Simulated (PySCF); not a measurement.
Simulated outer-valence photoelectron spectrum of `BP[SiH2]F`. Computed with EOM-IP-CCSD/aug-cc-pVDZ in PySCF, restricted Hartree–Fock reference, 12 core orbitals frozen, non-relativistic, gas phase, PBE0-D3(BJ)/def2-SVP geometry.

Each root has a Gaussian of 0.5 eV full width with its one-hole share as area; cross sections and vibrations are left out, and the highest printed point is 100.

(ionisation energy (eV), intensity): (9.0, 0), (9.2, 4), (9.4, 20), (9.6, 45), (9.8, 43), (10.0, 17), (10.2, 3), (10.4, 0), (10.6, 0), (10.8, 2), (11.0, 14), (11.2, 40), (11.4, 47), (11.6, 23), (11.8, 8), (12.0, 19), (12.2, 52), (12.4, 77), (12.6, 68), (12.8, 33), (13.0, 9), (13.2, 10), (13.4, 33), (13.6, 48), (13.8, 29), (14.0, 7), (14.2, 1), (14.4, 0), (14.6, 0), (14.8, 2), (15.0, 13), (15.2, 42), (15.4, 73), (15.6, 100), (15.8, 98), (16.0, 47), (16.2, 9), (16.4, 1)

Question: Where are the maxima, and how many lines lie under the curve?

Answer: 5 maxima, at 9.7, 11.3, 12.4, 13.6 and 15.7 eV, from 8 lines. At this width some lines have no maximum of their own.

Question: List the lines with their holes.

Answer: 
| E (eV) | leading hole (HF orbital) | area | Koopmans (eV) |
| --- | --- | --- | --- |
| 9.69 | HOMO | 0.95 | 9.86 |
| 11.34 | HOMO-1 | 0.95 | 12.08 |
| 12.31 | HOMO-2 | 0.94 | 13.16 |
| 12.59 | HOMO-3 | 0.94 | 13.53 |
| 13.59 | HOMO-4 | 0.93 | 14.68 |
| 15.34 | HOMO-5 | 0.93 | 17.02 |
| 15.74 | HOMO-6 | 0.93 | 17.93 |
| 15.75 | HOMO-7 | 0.93 | 18.08 |

The widest gap, 1.75 eV, lies between 13.59 and 15.34 eV. Only orbitals with −ε under 21 eV, eight at most, were ionised, so the high end of the curve may lack lines.

Hardware: one thread of an Intel Xeon Platinum 8488C, on a shared host. Cost: 1.8 min of wall time, 2.5 GiB resident at most.

The values belong to the conformer `[BH2:1][PH:2][SiH2:3][F:4]`: B1–P2–Si3–F4 -151°.
